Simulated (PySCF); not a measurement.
C2H5Se2, multiplicity 2. Atoms are numbered in the order given.

```xyz
9

C      2.1225    -0.0692     0.8138
Se     0.9848    -0.3471    -0.6143
Se    -0.9942     0.6341     0.1543
C     -1.8664    -0.9510     0.8793
H      3.1914     0.0156     0.6050
H      1.7325     0.0364     1.8274
H     -2.8586    -0.6233     1.2235
H     -1.9840    -1.7129     0.0988
H     -1.2976    -1.3521     1.7274
```
Charge 0, spin multiplicity 2.

The structure is a stationary point at PBE0-D3(BJ)/def2-SVP. The isomer is the one that the SMILES or the coordinates give; other isomers of the formula were not compared. The values are those of a single conformer.

Method: PBE/def2-TZVP (PySCF).

ESP charges are fitted to the potential on shells at 1.4 to 2.0 van der Waals radii. Atomic charges (e):

| atom | Löwdin | ESP fit | meta-Löwdin | Mulliken | Mulliken spin |
|---|---|---|---|---|---|
| C1 | -0.52 | -0.50 | -0.47 | -0.38 | 0.82 |
| Se2 | 0.30 | 0.07 | 0.19 | 0.09 | 0.17 |
| Se3 | 0.21 | -0.04 | 0.04 | -0.03 | 0.06 |
| C4 | -0.53 | -0.54 | -0.44 | -0.39 | 0.00 |
| H5 | 0.10 | 0.22 | 0.14 | 0.14 | -0.03 |
| H6 | 0.10 | 0.20 | 0.14 | 0.14 | -0.03 |
| H7 | 0.12 | 0.22 | 0.14 | 0.14 | 0.00 |
| H8 | 0.11 | 0.17 | 0.13 | 0.15 | 0.00 |
| H9 | 0.11 | 0.20 | 0.13 | 0.15 | 0.00 |

Problem. Give the Mayer and Wiberg (Löwdin basis) orders of the bonds. (An estimate is asked for; the answer gives what the named calculation found.)

Solution. 
| bond | Mayer | Wiberg |
|---|---|---|
| C1–Se2 | 1.35 | 1.93 |
| Se2–Se3 | 1.15 | 1.57 |
| Se3–C4 | 1.01 | 1.49 |
| C1–H5 | 0.94 | 0.96 |
| C1–H6 | 0.95 | 0.96 |
| C4–H7 | 0.94 | 0.92 |
| C4–H8 | 0.96 | 0.94 |
| C4–H9 | 0.95 | 0.94 |
